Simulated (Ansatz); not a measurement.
The same path of CH$_{9}$AlB$_{2}$Si (14 atoms, charge 0, multiplicity 1) was run twice with different band settings.

Computed with Ansatz 0.2.0, RKS B3LYP/6-31G.

Relaxed end points:

```xyz
14
Properties=species:S:1:pos:R:3
B -2.813 0.211 1.046
B -1.736 -0.948 1.323
Al -0.129 -1.239 -0.070
C 1.595 -0.270 0.068
Si 1.814 1.117 -1.244
H -2.639 1.339 1.426
H -3.789 0.038 0.368
H -1.726 -1.702 2.259
H -0.313 -2.295 -1.277
H 1.709 0.177 1.064
H 2.418 -0.986 -0.073
H 3.067 1.921 -1.019
H 0.651 2.075 -1.213
H 1.878 0.531 -2.628
```

```xyz
14
Properties=species:S:1:pos:R:3
B -1.860 -0.136 1.729
B -2.415 -1.011 0.672
Al -0.242 -1.092 0.165
C 1.321 0.117 0.246
Si 1.657 1.050 -1.402
H -1.346 0.665 2.420
H -2.629 0.330 0.708
H -3.099 -1.696 0.006
H -0.036 -2.577 -0.411
H 1.201 0.866 1.038
H 2.216 -0.478 0.475
H 2.885 1.917 -1.324
H 0.491 1.936 -1.755
H 1.844 0.080 -2.538
```

Common settings: movable images 7; climbing image yes; optimiser quadratic models (default); start path through a guess of the saddle point; force threshold 0.05 eV/Å; iteration limit 37; end points relaxed.

| run | spring |
| --- | --- |
| 1 | 5.0 eV/Å² |
| 2 | 0.1 eV/Å² |

(1) What does each run give, and how far can it be trusted?

## Answers

(1) Run 1: converged after 19 iterations, highest image 0.318 eV above the first end. Beside the main top the profile has a ripple of under 15 meV (maxima at images 3, 6), which may be a very shallow well or noise. A vibrational analysis at the climbing image gives 2 clearly imaginary modes (438i, 51i cm⁻¹): a point of higher order, so a lower path passes nearby.
Run 2: converged after 19 iterations, highest image 0.328 eV above the first end. The order of the stationary point at the top wasn't checked.
Limits of this set-up: no polarisation functions.
